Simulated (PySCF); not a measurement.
State search for HfF⁺

Unrestricted PBE0; Hf def2-TZVPPD with ECP60, F def2-TZVPPD; scalar-relativistic core potentials (PySCF 2.14). Outer shells of the fragments: Hf+ 5d1 6s2; F 2s2 2p5.

Followed along the bond (rough minima from three points):

```csv
2Ms+1,unpaired,⟨S²⟩ at the start,R at minimum (Å),Te (eV)
3,"σ ↑, δ ↑",2.00,1.82,0.00
1,none,0.00,1.80,0.27
1,"σ ↓, δ ↑",1.00,1.82,0.69
3,"σ ↑, π ↑",2.00,1.87,1.08
1,"σ ↑, π ↓",1.00,1.87,1.31
3,δ ↑↑,2.00,1.84,1.47
```

Solutions found at the starting distance of 2.115 Å, counted from the lowest of them; the search is not exhaustive and high or unbound solutions are not listed, so other states can lie among these:

```tsv
2Ms+1	unpaired	term	E (eV)	⟨S²⟩	⟨Lz²⟩	μ (D)
3	σ ↑, δ ↑	³Δ	0.00	2.00	4.01	-5.37
1	none	¹Σ⁺	0.50	0.00	0.00	-4.58
1	σ ↓, δ ↑	mixed	0.70	1.00	4.00	-4.95
3	σ ↑, π ↑	mixed	0.76	2.00	1.31	-4.86
1	σ ↑, π ↓	mixed	0.96	1.00	1.80	-5.17
3	δ ↑↑	³Σ⁻	1.28	2.00	0.00	-6.34
3	π ↑, δ ↑	mixed	1.38	2.00	5.00	-5.59
3	σ ↑↑	³Σ⁺	1.87	2.00	0.00	-2.73
5	σ ↑, π ↑↑, δ ↑	mixed	5.74	6.00	6.00	0.64
5	σ ↑, π ↑↑, δ ↑	mixed	5.85	6.00	5.99	0.72
```

A term symbol is given only where ⟨S²⟩ and ⟨Lz²⟩ are close to those of a pure state; real π, δ and φ orbitals otherwise mix terms. A positive dipole points towards F; it is taken about the centre of mass and depends on that origin.

**Question.** Compare the gap between the two lowest followed solutions at the starting distance with the gap between their minima.

**Answer.** At PBE0 the second solution (singlet, closed shell) lies +0.50 eV from the first (triplet, unpaired electrons σ ↑, δ ↑) at 2.115 Å and +0.27 eV at the minima; the two curves relax by different amounts, since their minima lie near 1.80 and 1.82 Å.

Spin–orbit coupling is left out. With d or f electrons several states lie close, and the lowest PBE0 determinant need not be the measured ground state.
